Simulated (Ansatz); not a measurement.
A nudged elastic band was laid between two geometries of a periodic cell of 20 atoms, C₁₉O (surface graphene monolayer, adsorbate CO).

Method: DFT PBEsol, scalar-relativistic, plane waves, PAW in Ansatz 0.2.0. Settings: PAW set soft_1, cutoff 420 eV, k mesh 2x2x1, fermi-dirac smearing 0.02 eV, no spin polarisation.

| Item | Value |
| --- | --- |
| movable images | 5 |
| climbing image | yes |
| spring | 5.0 eV/Å² |
| optimiser | quadratic models (default) |
| start path | IDPP |
| force threshold | 0.03 eV/Å |
| iteration limit | 57 |
| end points | relaxed |

Initial state:

```xyz
20
Lattice="7.3980 0.0000 0.0000 -3.6990 6.4069 0.0000 0.0000 0.0000 11.0000" Properties=species:S:1:pos:R:3
C 0.064 0.068 0.866
C 1.292 0.776 0.866
C -1.183 2.205 0.867
C 0.064 2.925 0.867
C -2.408 4.353 0.867
C -1.184 5.059 0.867
C 2.516 0.069 0.866
C 3.763 0.790 0.866
C 1.292 2.217 0.866
C 2.516 2.923 0.865
C 0.064 4.339 0.867
C 1.291 5.048 0.866
C 4.991 0.082 0.866
C 6.215 0.788 0.867
C 3.763 2.203 0.866
C 4.990 2.912 0.867
C 2.516 4.341 0.865
C 3.763 5.061 0.866
C 2.548 3.613 4.141
O 1.484 3.682 4.526
```

Final state:

```xyz
20
Lattice="7.3980 0.0000 0.0000 -3.6990 6.4069 0.0000 0.0000 0.0000 11.0000" Properties=species:S:1:pos:R:3
C 0.102 0.126 0.784
C 1.327 0.833 0.784
C -1.124 2.248 0.785
C 0.102 2.957 0.784
C -2.372 4.385 0.785
C -1.124 5.105 0.785
C 2.575 0.113 0.784
C 3.801 0.820 0.784
C 1.327 2.249 0.783
C 2.574 2.969 0.782
C 0.102 4.397 0.784
C 1.326 5.104 0.783
C 5.026 0.113 0.784
C 6.274 0.834 0.784
C 3.801 2.261 0.783
C 5.026 2.969 0.785
C 2.574 4.384 0.782
C 3.801 5.092 0.783
C 2.275 3.694 4.030
O 3.299 3.686 4.515
```

Q: What changes between the two ends?

A: The atom that moves furthest is O20, by 1.82 Å.

Q: What energy profile does the band end with?

A: The forces met the threshold. The highest image is number 3 of 0 to 6, 0.006 eV above the ends, which have the same energy within 2 meV. The top lies less than 8 meV above the higher end, about what the thresholds resolve: the motion is nearly free. By the program's own check the climbing image is of a kind that is not told: the force calls were inconclusive, a negative curvature could not be distinguished from the path's own, the only one lies far off the path, or fixed occupations may fill a level only in part (lowest curvatures found: -0.28 and 0.08 eV/Å²). Limits of this set-up: slab without dipole correction, no dispersion correction for a molecule that may bind weakly, PAW files made for another functional.

| image | path coordinate (Å) | energy (eV) |
| --- | --- | --- |
| 0 | 0.00 | 0.000 |
| 1 | 0.45 | 0.001 |
| 2 | 0.90 | 0.004 |
| 3 | 1.36 | 0.006 |
| 4 | 1.84 | 0.003 |
| 5 | 2.32 | 0.000 |
| 6 | 2.80 | 0.000 |

Q: What is the geometry of the highest image?

A: 
```xyz
20
Lattice="7.3980 0.0000 0.0000 -3.6990 6.4069 0.0000 0.0000 0.0000 11.0000" Properties=species:S:1:pos:R:3
C 0.092 0.072 0.792
C 1.310 0.775 0.791
C -1.151 2.196 0.793
C 0.092 2.913 0.793
C -2.389 4.345 0.793
C -1.151 5.060 0.794
C 2.548 0.060 0.792
C 3.791 0.777 0.792
C 1.310 2.209 0.790
C 2.548 2.924 0.789
C 0.092 4.343 0.794
C 1.310 5.046 0.792
C 5.009 0.074 0.792
C 6.247 0.789 0.792
C 3.790 2.207 0.790
C 5.009 2.910 0.793
C 2.548 4.331 0.790
C 3.791 5.048 0.792
C 2.381 3.427 4.302
O 2.345 4.391 4.898
```

The run took 6.4 min on 1 thread of Intel(R) Xeon(R) Platinum 8375C CPU @ 2.90GHz (Ice Lake), with other jobs on the host, peak memory 1 GiB.
